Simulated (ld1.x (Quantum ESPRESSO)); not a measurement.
**u(r) = r·R(r): atom against pseudo-atom (Br (Z = 35))**

Columns: radius, all-electron u(r) and pseudo u(r) of the 4s shell (level -20.13 eV) of bromine in the configuration [Ar] 3d10 4s2 4p5; PBE, scalar-relativistic, RRKJ scheme, ld1.x (Quantum ESPRESSO) 7.5.

| r (bohr) | all-electron | pseudo |
| --- | --- | --- |
| 0.085 | -0.1735 | -0.0299 |
| 0.170 | -0.1977 | -0.0589 |
| 0.255 | 0.1222 | -0.0873 |
| 0.340 | 0.3652 | -0.1173 |
| 0.425 | 0.4263 | -0.1525 |
| 0.510 | 0.3421 | -0.1972 |
| 0.595 | 0.1759 | -0.2547 |
| 0.680 | -0.0216 | -0.3259 |
| 0.765 | -0.2176 | -0.4090 |
| 0.850 | -0.3939 | -0.4995 |
| 0.935 | -0.5420 | -0.5912 |
| 1.020 | -0.6596 | -0.6773 |
| 1.105 | -0.7477 | -0.7517 |
| 1.190 | -0.8094 | -0.8096 |
| 1.275 | -0.8480 | -0.8480 |
| 1.360 | -0.8672 | -0.8672 |
| 1.445 | -0.8702 | -0.8702 |
| 1.530 | -0.8602 | -0.8602 |
| 1.615 | -0.8401 | -0.8401 |
| 1.700 | -0.8124 | -0.8124 |
| 1.785 | -0.7791 | -0.7791 |
| 1.870 | -0.7419 | -0.7419 |
| 1.955 | -0.7024 | -0.7024 |
| 2.040 | -0.6616 | -0.6616 |
| 2.125 | -0.6205 | -0.6205 |
| 2.210 | -0.5798 | -0.5798 |

(1) How many radial nodes do the two functions have?

(2) At about which radius was the pseudo-wave matched?

(3) Is the pseudo-wave norm-conserving?

Answers

(1) The all-electron 4s function has n − l − 1 = 3 (the table is too coarse to show those close to the nucleus); the pseudo-wave has 0, since the states of the same l below it are removed with the core.

(2) 1.25 bohr, where the columns begin to agree (steps of 0.09 bohr).

(3) Yes: the RRKJ scheme keeps the norm inside the radius equal to the all-electron one, which fixes the energy derivative of the logarithmic derivative at the level.
